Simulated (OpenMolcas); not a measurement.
Sm3+: moving or changing the point charges

Sm3+ among 7 point charges of -2 e arranged as a pentagonal bipyramid (D5h), 2.4 Å from the ion, with the axial distance 2.448 Å.
```
   2.4000    0.0000    0.0000  -2.00
   0.7416    2.2825    0.0000  -2.00
  -1.9416    1.4107    0.0000  -2.00
  -1.9416   -1.4107    0.0000  -2.00
   0.7416   -2.2825    0.0000  -2.00
   0.0000    0.0000    2.4480  -2.00
   0.0000    0.0000   -2.4480  -2.00
```

* Program: OpenMolcas 26.06
* Method: CASSCF
* Basis: ANO-RCC-VDZP [7s6p4d2f1g]
* Scalar Hamiltonian: DKH2, point nucleus
* Active space: 5 electrons in 7 orbitals (4f)
* State averaging: 2S+1 = 6 odd, 21 roots; 2S+1 = 4 odd, 128 roots kept (CI in the orbitals of an earlier block, 108 in the spin-orbit step); 2S+1 = 2 odd, 130 roots kept (CI in the orbitals of an earlier block, 40 in the spin-orbit step)
* Spin-orbit coupling: RASSI with atomic mean-field integrals over the reference wave functions

Runs around this geometry, states. Energies in cm-1 above the lowest state or level, χT in cm3 K/mol.

```csv
R (Å),q (e),Ground state,First state of that spin,First gap with spin-orbit (degeneracies),Width of lowest J,χT at 300 K
2.4,-1,2S+1 = 6,23.5,"132.5 (2, 2)",326,0.303
2.4,-2,2S+1 = 6,53.0,"221.8 (2, 2)",620,0.298
2.59,-2,2S+1 = 6,3.3,"211.4 (2, 2)",508,0.300
2.85,-2,2S+1 = 6,38.4,"183.7 (2, 2)",389,0.302
```

Taking the width of the lowest J multiplet as R^-n, n = -ln(389 / 620) / ln(2.85 / 2.4) = 2.7 between the shortest and longest distance.

Scaling the charges by -1 / -2 = 0.50 scales the width of the lowest J multiplet by 326 / 620 = 0.53; with fixed orbitals a first-order splitting would follow the charge.

High states are left out of the spin-orbit mixing, which shifts the levels that they would mix with. Point charges carry no covalency, so the field is a model and not that of real ligands. An unlabelled pair can be two single states that coincide in this model. A group larger than the point group allows holds several states that coincide in this model. No measured value stands beside these numbers.

A state without a sure symmetry label is named by its multiplicity alone.
